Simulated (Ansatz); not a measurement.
Isolated molecules relaxed with PBE0-D4/def2-TZVP in Ansatz; ΔE leaves out vibrations. CCSD(T)/CBS adds triple-zeta CCSD(T) − MP2 to the extrapolated MP2 energy (def2 sets, frozen cores). DFT in def2-TZVPP. For Ge outer-core shells are correlated without core-valence functions, which leaves a few kJ/mol of doubt a bond. Scalar relativity is left out up to krypton. Each species was taken in one conformer, which may not be the lowest.

Reaction (redistribution): `[SiH3][SiH2][SiH2][GeH2][SiH2][GeH3]` + `O[SiH2][SiH3]` → `[SiH3][SiH2][SiH2][GeH2][SiH2][SiH3]` + `O[SiH2][GeH3]`

`[SiH3][SiH2][SiH2][GeH2][SiH2][GeH3]`:

Cartesian coordinates in Å:
```
Si -2.669 -0.207 -0.359
Si -1.189 -0.756 -2.086
Si 0.879 -1.513 -1.293
Ge 2.272 0.310 -0.654
Si 1.160 1.724 0.904
Ge 0.323 0.418 2.708
H -2.861 -1.381 0.533
H -3.988 0.186 -0.924
H -2.147 0.926 0.451
H -0.973 0.435 -2.956
H -1.823 -1.820 -2.916
H 0.665 -2.400 -0.115
H 1.565 -2.308 -2.350
H 2.665 1.110 -1.910
H 3.566 -0.231 -0.015
H 2.093 2.760 1.427
H 0.037 2.416 0.215
H -0.449 -0.800 2.171
H 1.493 -0.101 3.560
H -0.620 1.231 3.610
```

`O[SiH2][SiH3]`:

Cartesian coordinates in Å:
```
O -0.181 -1.729 1.126
Si 0.640 -0.352 0.720
Si -0.356 0.788 -1.074
H -1.100 -1.638 1.383
H 0.735 0.584 1.880
H 2.008 -0.798 0.361
H 0.393 2.043 -1.359
H -1.762 1.150 -0.734
H -0.377 -0.048 -2.304
```

`[SiH3][SiH2][SiH2][GeH2][SiH2][SiH3]`:

Cartesian coordinates in Å:
```
Si 0.564 0.555 2.567
Si -1.313 -0.546 1.709
Si -2.289 0.787 0.058
Ge -0.657 1.310 -1.596
Si 0.486 -0.651 -2.330
Si 2.237 -1.259 -0.905
H 0.123 1.734 3.361
H 1.374 -0.337 3.439
H 1.421 1.040 1.452
H -2.276 -0.838 2.808
H -0.906 -1.839 1.091
H -3.421 0.070 -0.594
H -2.815 2.042 0.663
H -1.336 1.990 -2.801
H 0.365 2.306 -1.016
H -0.490 -1.772 -2.434
H 1.050 -0.410 -3.689
H 2.994 -2.404 -1.483
H 3.166 -0.111 -0.730
H 1.723 -1.663 0.430
```

`O[SiH2][GeH3]`:

Z-matrix (Å, degrees):
```
Si
Ge 1 2.375
O 1 1.653 2 106.7
H 1 1.492 2 110.4 3 121.0
H 1 1.492 2 110.4 3 -121.0
H 2 1.539 1 109.5 3 -180.0
H 2 1.537 1 111.1 3 60.5
H 2 1.537 1 111.1 3 -60.5
H 3 0.958 1 117.7 2 179.9
```

| level | ΔE (eV) |
| --- | --- |
| LDA (SPW92) | -0.02 |
| B97M-V | -0.03 |
| r2SCANh-D4 | -0.02 |
| ωB97X-V | -0.02 |
| B2PLYP | -0.01 |
| PBE | -0.01 |
| CCSD/def2-SVP | -0.03 |
| CCSD(T)/def2-SVP | -0.03 |

(1) What does CCSD(T)/CBS give? (Best estimate.)

Largest T1 diagnostic among the species: 0.013.

Answers

(1) The calculation gave: -0.02 eV. The listed levels differ from it by 0.00, -0.01, 0.00, 0.00, 0.01, 0.01, -0.01, -0.01 eV.

Leaving LDA and LC-ωPBE aside and taking each functional with its dispersion term where it has one, the values, not all of them listed here, spread over 0.01 eV, from ωB97M-V to PBE-D4.
